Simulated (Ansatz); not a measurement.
**Two structures, one formula**

Two relaxed structures of GaBH₃F, singlet (PBE0-D4/def2-TZVP; forces vanish, vibrations not checked).

A:

```csv
atom,x (Å),y (Å),z (Å)
B1,-1.1825,0.0397,-1.5352
Ga2,0.1844,-0.0577,0.2046
F3,2.2291,-0.1988,2.8108
H4,-2.3322,-0.3061,-1.4761
H5,-0.8328,0.4425,-2.6123
H6,1.6484,-0.1595,2.0700
```

B:

| atom | x (Å) | y (Å) | z (Å) |
| --- | --- | --- | --- |
| B1 | -0.7624 | 0.4599 | -0.7057 |
| Ga2 | 0.6288 | -0.2443 | 0.6701 |
| F3 | 1.1832 | -1.8880 | 0.3171 |
| H4 | -1.9358 | 0.2916 | -0.5498 |
| H5 | -0.4252 | 1.0520 | -1.6880 |
| H6 | 1.3114 | 0.3288 | 1.9563 |

Program: Ansatz 0.2.0. Basis: def2-TZVPP. Cores are frozen in the correlated methods. Filled d shells of the heavier atoms are correlated. The def2 sets are not built for correlating such inner shells, so the correlated values are less sure here. B3LYP uses VWN-RPA correlation.

Question: Which structure is lower at CCSD(T), and by how much? (An estimate is asked for; the value comes from the calculation.)

Answer: Computed: B, by 1.845 eV (electronic energy, against the other). By their contacts, A is a complex of GaBH₂ ([BH2][Ga]) + HF and B is GaBH₃F ([BH2][GaH][F]).

All methods give the same order:

```csv
method,E(B) − E(A) (eV)
PBE-D4,-1.684
r2SCAN-D4,-2.017
PBE0-D4,-1.762
B3LYP-D4,-1.676
wB97M-V,-1.792
HF,-1.867
MP2,-1.979
CCSD,-1.837
CCSD(T),-1.845
```

T1 diagnostic: at most 0.015. The restricted Hartree–Fock reference is unstable towards an unrestricted one at one or more of these structures.

Labels in which every atom is bracketed show which atoms are joined, not bond orders.

For scale, one of the runs: CCSD(T)/def2-TZVPP, 152 basis functions, launched by `ansatz run in.yaml --threads 2 --pin off --events-out ev --progress --plain --max-ram 4352MiB`. Hardware: 2 CPU threads of an Arm Neoverse V1, shared host. Wall time 31 s; peak host memory 1 GiB.
